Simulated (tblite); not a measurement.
What does the GFN2-xTB structure of `CC[C@H]1C[Si@@H](N(C)C)C1` look like in three dimensions?

```
atom  x, y, z in Å
C1     3.627   -0.110   -0.754
C2     2.421    0.808   -0.595
C3     1.488    0.348    0.516
C4     0.286    1.283    0.767
Si5   -0.847   -0.229    0.973
N6    -2.224   -0.240   -0.058
C7    -2.785   -1.494   -0.496
C8    -3.223    0.790    0.085
C9     0.736   -0.969    0.228
H10    4.219   -0.122    0.159
H11    3.305   -1.127   -0.965
H12    4.262    0.227   -1.571
H13    2.765    1.823   -0.376
H14    1.863    0.842   -1.535
H15    2.059    0.242    1.442
H16    0.068    1.883   -0.115
H17    0.424    1.961    1.604
H18   -1.073   -0.617    2.379
H19   -3.507   -1.895    0.226
H20   -3.299   -1.354   -1.451
H21   -1.987   -2.220   -0.626
H22   -3.741    0.936   -0.866
H23   -3.970    0.533    0.846
H24   -2.743    1.721    0.373
H25    0.676   -1.158   -0.842
H26    1.181   -1.841    0.698
```

Orientation and origin are arbitrary. Atoms count from 1 in this order. The C–C distances run from 1.522 Å (C2–C3, drawn single) to 1.543 Å (C3–C4, drawn single), a spread of 0.021 Å. The 4-membered ring C3–C4–Si5–C9 has internal angles of 76.7° to 99.6°; it is puckered, 0.10 Å rms from its mean plane, widest ring torsion 16°. Of the pairs four or more bonds apart, C9···H11 is among the closest relative to their van der Waals radii: 2.84 Å, 98 % of the sum of Bondi's values. N6 (silicon-bound nitrogen) has angles 119.9°, 119.4° and 112.5°, sum 351.8°, 0.26 Å off the plane of its three neighbours.

Bonds between heavy atoms (Å): C1–C2 1.524, C2–C3 1.522, C3–C4 1.543, C4–Si5 1.900, Si5–N6 1.720, N6–C7 1.442, N6–C8 1.442, Si5–C9 1.900, C3–C9 1.543.

The geometry is computed with GFN2-xTB (gas phase).

Point group: C1 (no symmetry element, even within 0.4 Å). Its GFN2-xTB frequencies are all real (lowest 41 cm⁻¹). One conformer, not necessarily the lowest (C1–C2–C3–C4 177°, C4–Si5–N6–C7 150°, C2–C3–C4–Si5 139°, C3–C4–Si5–N6 -125°, C4–Si5–C9–C3 13°, C2–C3–C9–Si5 -138°).
